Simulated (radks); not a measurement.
All-electron atom: the praseodymium ion Pr2+ in [Xe] 4f2 5f1 (not the ground configuration). Calculated with a radial shooting solver on a logarithmic mesh with Libxc functionals: Dirac Kohn-Sham, LDA (Slater exchange, Perdew-Wang correlation), spin-unpolarised, spherical densities, finite nucleus; open shells fill j = l - 1/2 first; Fermi nuclear charge, rms radius 4.8919 fm.

Spin-orbit splittings of the eigenvalues, e(l+1/2) - e(l-1/2), with zeta = 2 splitting/(2l+1) and mean radii in bohr:

shell,occ.,splitting (eV),zeta (eV),<r> j=l-1/2,<r> j=l+1/2
2p,6,481.6,321.1,0.08608,0.09239
3p,6,95.34,63.56,0.2620,0.2743
3d,10,20.57,8.227,0.2454,0.2492
4p,6,20.78,13.85,0.6390,0.6669
4d,10,3.667,1.467,0.7178,0.7277
4f,2,0.4011,0.1146,1.010,1.020
5p,6,3.175,2.117,1.631,1.707
5f,1,0.01025,0.002928,5.618,5.631
